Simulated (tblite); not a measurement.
C5H3F3NP.
SMILES with atom numbers: `[F:1][C:2]([F:3])([F:4])[c:5]1[n:6][cH:7][cH:8][cH:9][p:10]1` (hydrogens: H11 on C7; H12 on C8; H13 on C9)

Geometry (GFN2-xTB, Å), atoms numbered from 1 in this order:
```
atom  x, y, z in Å
F1     2.6552   -0.6231   -1.3824
C2     2.2694   -0.1138   -0.1952
F3     2.8519    1.0741   -0.0703
F4     2.8112   -0.9206    0.7391
C5     0.7661   -0.0862   -0.0842
N6     0.2371    1.0674    0.2409
C7    -1.0642    1.2224    0.3743
C8    -2.0050    0.2129    0.1981
C9    -1.6494   -1.0740   -0.1442
P10   -0.0180   -1.6229   -0.4061
H11   -1.3752    2.2231    0.6414
H12   -3.0500    0.4530    0.3358
H13   -2.4333   -1.8119   -0.2649
```

Calculated harmonic vibrations of the isolated species, GFN2-xTB (tblite), most abundant isotopes, no scaling. Errors from tens to a few hundred cm⁻¹ against measured bands are possible. The optimisation stopped once no atom felt more than 0.01 eV/Å.

Lowest wavenumbers of the output (negative numbers stand for imaginary wavenumbers):
```
mode    cm-1
  1     -21.6
  2      88.7
  3     133.9
  4     202.0
  5     282.5
  6     298.2
  7     347.4
  8     422.2
  9     469.1
 10     507.6
```

Question: Is this structure a minimum?

Answer: Not by this Hessian. 1 mode is imaginary beyond 20i (22i cm⁻¹), so at this level the point lies at or near a first-order saddle. The curvature is small, so loose convergence or finite differences may be the whole cause.

Question: Which atoms move in the imaginary mode?

Answer: 22i: F4 (fluorine of a CF3 group) 22 %, F1 (fluorine of a CF3 group) 22 %, P10 (phosphorus bonded to 2 C) 18 %, F3 (fluorine of a CF3 group) 18 %. These are shares of the mass-weighted motion.

Question: What is the remedy?

Answer: Step along that mode in both directions, optimise again with tighter thresholds and repeat the frequencies. The zero-point energy of this point (45.9 kcal/mol) counts the 32 real modes alone, and thermal corrections from it aren't those of a minimum.
